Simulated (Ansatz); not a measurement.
`[O]=[Mo]([Cl])([Cl])([Cl])[Cl]` + H–F → `[O]=[Mo]([F])([Cl])([Cl])[Cl]` + HCl at 600 K and 1 bar (ligand exchange at a Mo–Cl bond).

Isolated molecules relaxed with PBE0-D4/def2-TZVP in Ansatz; ΔE leaves out vibrations. CBS: MP2 limit from def2 TZ/QZ plus the TZ coupled-cluster correction, frozen cores. This one scheme is used for every species. def2 core potentials past Kr. For Mo outer-core shells are correlated without core-valence functions, which leaves a few kJ/mol of doubt a bond.

```json
{"species": "`[O]=[Mo]([Cl])([Cl])([Cl])[Cl]`", "CCSD(T)/CBS energy (Eh)": "-1982.60229", "H − E (kJ/mol)": "84.5", "S (J/(mol·K))": "469.4"}
{"species": "H–F", "CCSD(T)/CBS energy (Eh)": "-100.39570", "H − E (kJ/mol)": "42.3", "S (J/(mol·K))": "194.0"}
{"species": "`[O]=[Mo]([F])([Cl])([Cl])[Cl]`", "CCSD(T)/CBS energy (Eh)": "-1622.61548", "H − E (kJ/mol)": "85.4", "S (J/(mol·K))": "466.7"}
{"species": "HCl", "CCSD(T)/CBS energy (Eh)": "-460.38127", "H − E (kJ/mol)": "35.4", "S (J/(mol·K))": "207.2"}
```

H − E and S are ideal-gas, rigid-rotor, harmonic terms from PBE0-D4/def2-TZVP. 1 Eh = 2625.50 kJ/mol, R = 8.31446 J/(mol·K).

By hand: ΔE, ΔH, ΔS and ΔG.

ΔE = (-1622.61548) + (-460.38127) − (-1982.60229) − (-100.39570) = 0.00124 Eh = 3.3 kJ/mol. Δ(H − E) = 85.4 + 35.4 − 84.5 − 42.3 = -6.0, so ΔH = -2.7 kJ/mol. ΔS = 466.7 + 207.2 − 469.4 − 194.0 = 10.5 J/(mol·K). ΔG = -2.7 − 600 × (10.5)/1000 = -9.0 kJ/mol.

By hand: the equilibrium constant, and the temperature at which ΔG would vanish if ΔH and ΔS stayed fixed.

log₁₀ K = −ΔG/(RT ln 10) = 0.8. ΔH and −TΔS have one sign here, so there is no such temperature. One of them is within its doubt of zero, so this could turn.

TΔS isn't small against ΔH here. A doubt of 5 kJ/mol in ΔE shifts log₁₀ K by 0.4 here. Modes under 60 cm⁻¹, often nearly free rotors, make the harmonic entropy too high. These are equilibria of isolated gas molecules and say nothing of rates. Largest T1 diagnostic: 0.024 (customary marks: 0.02 for closed shells, 0.045 for open ones).
